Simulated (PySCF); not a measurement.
Stepwise substitution at one centre (B Br-OH). Gas-phase values, no solvent. One relaxed conformer stands for each flexible species; it need not be the lowest. Strings in code marks are SMILES.

The T1 excitation (TDA) from two functionals at the same geometries (PBE0-D3(BJ)/def2-TZVP), both in PySCF: PBE-D3(BJ)/def2-TZVP and ωB97X-D3(BJ)/def2-TZVP. Excitations are Tamm–Dancoff values on a coarser integration grid. The basis has no diffuse functions, so Rydberg states are missing or too high.

```tsv
species	ωB97X-D3(BJ)/def2-TZVP (eV)
0 of 3 Br replaced by OH (`BrB(Br)Br`)	5.01
1 of 3 Br replaced by OH (`OB(Br)Br` (H–O–B–Br torsion 0°))	6.40
2 of 3 Br replaced by OH (`OB(O)Br` (H–O–B–Br torsion -180°, Br–B–O–H torsion 180°))	7.58
3 of 3 Br replaced by OH (`OB(O)O`)	8.35
```

What does PBE-D3(BJ)/def2-TZVP give for each?


- 0 of 3 Br replaced by OH (`BrB(Br)Br`): 4.00
- 1 of 3 Br replaced by OH (`OB(Br)Br` (H–O–B–Br torsion 0°)): 5.29
- 2 of 3 Br replaced by OH (`OB(O)Br` (H–O–B–Br torsion -180°, Br–B–O–H torsion 180°)): 5.73
- 3 of 3 Br replaced by OH (`OB(O)O`): 7.17
Over these rows, drawn at random from the members with no instability flagged (it was tested for open shells, ions and some series alone), PBE minus ωB97X-D3(BJ): mean -1.29 eV, from -1.86 eV to -1.01 eV.
